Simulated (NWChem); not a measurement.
# C2H7NSi; SMILES C1[SiH2]CN1

```xyz
11

C     -0.1314     0.4561     1.1665
N      0.2772     1.2644     0.0000
C     -0.1314     0.4561    -1.1665
Si     0.0513    -1.0522     0.0000
H      0.5305     0.5689     2.0511
H     -1.1921     0.5955     1.5014
H     -0.0436     2.2416     0.0000
H     -1.1921     0.5955    -1.5014
H      0.5305     0.5689    -2.0511
H     -1.0032    -2.1279     0.0000
H      1.4129    -1.6889     0.0000
```
Atoms are numbered in this order, from 1.

Program: NWChem. Structure relaxed at the PBE-D3(BJ)/def2-SVP level. Level: M05-2X/def2-SVP with SMD (1 M gas to 1 M solution), gas-phase geometry. Reactions with the solvent are ignored.

```json
[
 {"solvent": "water", "dielectric constant": "78.4", "solvation free energy (kcal/mol)": "[?]", "cavity-dispersion-structure term (kcal/mol)": "[?]", "dipole in solution (D)": "1.45"},
 {"solvent": "benzene", "dielectric constant": "2.27", "solvation free energy (kcal/mol)": "-2.2", "cavity-dispersion-structure term (kcal/mol)": "-0.5", "dipole in solution (D)": "1.24"},
 {"solvent": "N,N-dimethylformamide", "dielectric constant": "37.2", "solvation free energy (kcal/mol)": "-2.2", "cavity-dispersion-structure term (kcal/mol)": "0.8", "dipole in solution (D)": "1.44"},
 {"solvent": "ethylene glycol", "dielectric constant": "40.2", "solvation free energy (kcal/mol)": "-0.9", "cavity-dispersion-structure term (kcal/mol)": "2.1", "dipole in solution (D)": "1.44"}
]
```

Task: What belongs in the gaps?

Result: 
- water, solvation free energy (kcal/mol): -0.3
- water, cavity-dispersion-structure term (kcal/mol): 2.8
